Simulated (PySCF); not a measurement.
```xyz
4
charge 0 multiplicity 2, angstrom
Te    0.0000    0.0000   -0.2244
F     0.0000    0.0000    1.7113
F     1.9917    0.0000   -0.0863
F    -1.9917    0.0000   -0.0863
```

Method: UPBE/[Te def2-SVP with ECP28, F def2-SVP], scalar-relativistic core potentials, density fitting, no spin–orbit coupling, PySCF.

This geometry of TeF₃ is a stationary point at this level.

(1) What is the point group?

(2) Is it a minimum?

(3) List the harmonic modes with their infrared intensities.

(4) What are the dipole moment and the gap between the highest occupied and lowest empty levels of either spin?

Answers

(1) C2v.

(2) Yes: all harmonic wavenumbers are real, though the softest, 39 cm⁻¹, leaves little margin.

(3) 
```json
{"symmetry": "b1", "ω (cm⁻¹)": "39", "IR (km/mol)": "9.7"}
{"symmetry": "a1", "ω (cm⁻¹)": "154", "IR (km/mol)": "12.2"}
{"symmetry": "b2", "ω (cm⁻¹)": "250", "IR (km/mol)": "5.0"}
{"symmetry": "a1", "ω (cm⁻¹)": "546", "IR (km/mol)": "0.3"}
{"symmetry": "b2", "ω (cm⁻¹)": "576", "IR (km/mol)": "139"}
{"symmetry": "a1", "ω (cm⁻¹)": "625", "IR (km/mol)": "38.6"}
```

(4) 2.31 D and 0.94 eV.

Only a few start shapes were tried, so a lower isomer may exist. Spin–orbit coupling, left out here, can matter for elements this heavy.
